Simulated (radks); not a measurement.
Valence configurations of Cd II (all share [Kr]). All-electron calculation, scalar-relativistic Kohn-Sham, PBEsol, spin-polarised, spherical densities, point nucleus; open shells are filled with parallel spins first (spin-orbit coupling, left out, can overturn this in heavy ions). Program: a radial shooting solver on a logarithmic mesh with Libxc functionals. Energies are relative to 4d10 5s1; eigenvalues in eV for spin up.

| valence | E (eV) | moment (Bohr magnetons) | e(4d) | e(5p) | e(5s) |
|---|---|---|---|---|---|
| 4d10 5s1 | 0.000 | 1 | -20.611 | - | -13.539 |
| 4d10 5p1 | 5.867 | 1 | -22.106 | -8.574 | - |
| 4d9.5 5s1 5p0.5 | 6.672 | 2 | -23.530 | -8.793 | -14.991 |
| 4d9 5s2 | 8.743 | 1 | -24.933 | - | -14.762 |
| 4d9 5s1 5p1 | 14.063 | 3 | -26.422 | -9.768 | -16.335 |
| 4d8.5 5s2 5p0.5 | 17.002 | 2 | -27.947 | -9.489 | -16.213 |
| 4d9 5s0.5 5p1.5 | 17.358 | 3 | -27.103 | -10.130 | -16.743 |
| 4d9 5p2 | 20.675 | 3 | -27.769 | -10.474 | - |
| 4d8 5s1 5p2 | 31.080 | 5 | -32.175 | -11.512 | -18.802 |
| 4d7 5s1 5p3 | 51.133 | 7 | -37.925 | -13.089 | -21.073 |

NIST lists [Kr] 4d10 5s1 as the ground configuration; this level of theory agrees among the configurations tried. The energies are those of spherical high-spin densities, not of single terms.
